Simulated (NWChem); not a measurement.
System: C2H7NSe; SMILES CN(C)[SeH]

Here is an NWChem input.

```
start job
memory heap 200 mb stack 900 mb global 1100 mb
geometry units angstroms noautoz
  Se     0.002383     0.969778     0.069982
  H      0.003410     1.402667    -1.341908
  N      0.001445    -0.851819    -0.296525
  C     -1.209632    -1.539267     0.092516
  C      1.210891    -1.540913     0.094673
  H     -1.198205    -2.552493    -0.345521
  H     -1.337368    -1.653649     1.190176
  H     -2.088905    -1.011389    -0.301401
  H      1.336512    -1.655476     1.192560
  H      1.198862    -2.554131    -0.343366
  H      2.091582    -1.014235    -0.297679
end
basis spherical
  Se library 6-31g*
  H library 6-31g*
  N library 6-31g*
  C library 6-31g*
end
dft
  xc slater vwn_5
  iterations 150
  mulliken
end
task dft energy
```

Structure relaxed at the PBE0/def2-SVP level.

Problem. Give the results of this calculation. (LDA (Slater exchange, VWN5)/6-31G* (spherical d).) Quantities: energy (Ha); highest occupied level (eV); orbital gap (eV); dipole (D).

Solution. The energy (Ha) is -2531.76 and the highest occupied level (eV) comes out as -4.93. The orbital gap (eV) comes out as 3.71. The dipole (D) comes out as 0.99.
